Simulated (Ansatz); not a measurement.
Basis sets compared for Ge(SH)H3 (GeH4S). Total charge 0; singlet. Geometry r2SCAN-D4/def2-TZVP. Ansatz on 4 threads of Intel Xeon Platinum 8259CL on a shared host; times are rough, and most runs start from earlier orbitals.

```xyz
6

Ge    0.2353    0.4389    0.2481
S    -0.8107   -1.5188    0.0805
H    -0.8147   -1.5191   -1.2629
H     0.3568    0.6876    1.7521
H    -0.5899    1.5469   -0.4176
H     1.6232    0.3646   -0.4002
```

Binding counts from free atoms (Ge triplet, S triplet, H doublet) in the same basis, without a counterpoise term.

```json
{"level": "PBE-D4/def2-SVP", "functions": "70", "energy (Eh)": "-2476.7251", "HOMO (eV)": "-5.89", "LUMO (eV)": "-0.58", "binding per atom (eV)": "2.67", "wall time": "0.45 s"}
{"level": "PBE-D4/def2-TZVP", "functions": "109", "energy (Eh)": "-2477.1304", "HOMO (eV)": "-6.08", "LUMO (eV)": "-0.91", "binding per atom (eV)": "2.68", "wall time": "0.75 s"}
{"level": "r2SCAN-D4/def2-TZVP (with forces)", "functions": "109", "energy (Eh)": "-2477.5859", "HOMO (eV)": "-6.36", "LUMO (eV)": "-0.60", "binding per atom (eV)": "2.72", "wall time": "2.3 s"}
{"level": "PBE0-D4/def2-SVP", "functions": "70", "energy (Eh)": "-2476.8204", "HOMO (eV)": "-7.18", "LUMO (eV)": "0.31", "binding per atom (eV)": "2.66", "wall time": "0.8 s"}
{"level": "PBE0-D4/def2-TZVP", "functions": "109", "energy (Eh)": "-2477.2224", "HOMO (eV)": "-7.32", "LUMO (eV)": "0.00", "binding per atom (eV)": "2.67", "wall time": "1.4 s"}
```

Q: Estimate the rows for PBE-D4/def2-TZVPD, r2SCAN-D4/def2-TZVPD, PBE0-D4/def2-TZVPD.

A: 
```tsv
level	functions	energy (Eh)	HOMO (eV)	LUMO (eV)	binding per atom (eV)	wall time
PBE-D4/def2-TZVPD	136	-2477.1319	-6.13	-1.14	2.69	1 s
r2SCAN-D4/def2-TZVPD	136	-2477.5872	-6.39	-0.73	2.72	1.8 s
PBE0-D4/def2-TZVPD	136	-2477.2238	-7.35	-0.33	2.68	1.2 s
```
